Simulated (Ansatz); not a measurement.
A family of molecules: the HOMO–LUMO gap

Gas-phase molecules, one atom swapped for its congeners: C3H6O2 (methyl acetate) `COC(C)=O`; C2H6O2Si `CC(=O)O[SiH3]`; C2H6GeO2 `CC(=O)[O][GeH3]`; C2H6O2Sn `CC(=O)[O][SnH3]`. All are singlets with charge 0.

Shapes, held fixed at every level: PBE0-D4/def2-TZVP. Flexible molecules stand in one conformer, not always the lowest. Programs: Ansatz 0.2.0. Values in eV.

```
                level  C3H6O2  C2H6O2Si  C2H6GeO2  C2H6O2Sn
    PBE-D4/def2-TZVPP    5.52      5.41      5.48      5.17
 r2SCAN-D4/def2-TZVPP    6.14      6.02      6.10      5.87
  B3LYP-D4/def2-TZVPP    7.82      7.69      7.68      7.04
   PBE0-D4/def2-TZVPP    8.37      8.23      8.20      7.54
r2SCAN0-D4/def2-TZVPP    8.79      8.66      8.67      8.04
   wB97X-V/def2-TZVPP   13.27     12.94     12.71     11.79
   wB97M-V/def2-TZVPP   13.13     12.53     12.39     11.38
```

At wB97M-V/def2-TZVPP the HOMO–LUMO gap falls at every step, from 13.13 to 11.38 eV. 4 of 7 levels show this order throughout; 7 agree on the largest and the smallest. For atoms past krypton def2 sets carry core potentials with scalar relativity. Relativity is left out for Ge. Orbital gaps aren't excitation energies, and the LUMO depends on the basis.
